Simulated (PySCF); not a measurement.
**Excitation energy of Sr+ by level of theory**

Sr+ [Kr] 5s1 (2S) → Sr+ [Kr] 5p1 (2P), as a difference of total energies. Computed with PySCF 2.14 in aug-cc-pwCVTZ-X2C with one added diffuse shell each of s, p, d, f type (11s10p8d4f, 109 functions), with scalar relativity by spin-free X2C-1e. Correlated levels: valence and next inner shell: [Ar] 3d10 frozen. The calculations carry no spin-orbit coupling.

| method | excitation energy (cm⁻¹) |
| --- | --- |
| UHF | 22134 |
| MP2 (valence and next inner shell) | 24187 |
| SCS-MP2 (valence and next inner shell) | 23756 |
| CCSD (valence and next inner shell) | 23978 |
| CCSD(T) (valence and next inner shell) | 24120 |

Errors of the correlated levels include the incompleteness of this basis and the frozen core.

For comparison: 24249 cm⁻¹ (measured; NIST levels, between the centres of gravity of the two terms).
